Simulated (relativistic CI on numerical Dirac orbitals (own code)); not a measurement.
Hyperfine structure of Cs⁷⁺, mass number 134

Method of calculation: Dirac-Coulomb-Breit CI, KLI orbitals optimised for each configuration, a model potential for QED, unscaled Slater integrals (own radial code, finite nucleus).

Configurations in the expansion (outside the closed core [Kr]): 4d10.5s2, 4d10.5s.5p, 4d10.5p2, 4d10.5s.5d, 4d10.4f2, 4d10.5s.4f, 4d10.5d2, 4d10.4f.5p, 4d10.5s.5f, 4d10.5p.5d, 4d10.5s.5g, 4d10.5s.6s, 4d9.5s2.4f, 4d10.4f.5d, 4d10.5f2, 4d10.5s.6p. Levels of other configurations are missing.

Nuclear spin I = 4, μ = 2.9893 μN, Q = 0.37 b (tables of Stone and Pyykkö). The electronic factors are computed for point nuclear moments, without core polarisation or the Bohr-Weisskopf and QED corrections.

```csv
Level,E (cm⁻¹),A (MHz),B (MHz)
4d10.5s.5p 3P°_1,105698.9,20730,-828
4d10.5s.5p 3P°_2,121554.8,12050,1620
4d10.5s.5p 1P°_1,157210.0,-2431,1530
4d10.5p2 1D_2,257786.4,3708,1550
4d10.5p2 3P_1,258352.8,-734.7,806
4d10.5s.4f 3F°_2,259913.2,-6756,116
4d10.5s.4f 3F°_3,260182.8,2474,126
4d10.5s.4f 3F°_4,260574.9,5453,166
```

Levels with J = 0, under 50 % of one LS term, or S terms without an open s electron are left out. Small factors come from cancelling terms and can be off by tens of per cent or more.

At this charge configurations can still be misplaced by up to about 7 % of their energy. Levels and lines within the n = 5 or 6 shells can be off by up to 10 % or somewhat more, and those that change n by about 2 %, since core polarisation is missing. 42 of the 51 excited levels that our extract of the measured tables holds in this range could be paired (the sources list more); they are missed by 3597 cm⁻¹ on average and 11007 at most, and levels without a partner can miss by more. Levels that differ in their count of f electrons can be misplaced by several ten thousand cm⁻¹, since the correlation energy of f electrons is missing or only estimated; rates across such gaps can be off by orders of magnitude.

**Question.** Give the hyperfine levels of 4d10.5s.5p 3P°_1 relative to its centre of gravity.

**Answer.** With K = F(F + 1) − I(I + 1) − J(J + 1), E = AK/2 + B[¾K(K + 1) − I(I + 1)J(J + 1)]/[2I(2I − 1)J(2J − 1)]: F = 3: -104100, F = 4: -20160, F = 5: 82720 MHz.

LS names give the leading component of a level, which can be under half, so a name can repeat, a term be missing and a line seem to break the LS rules.
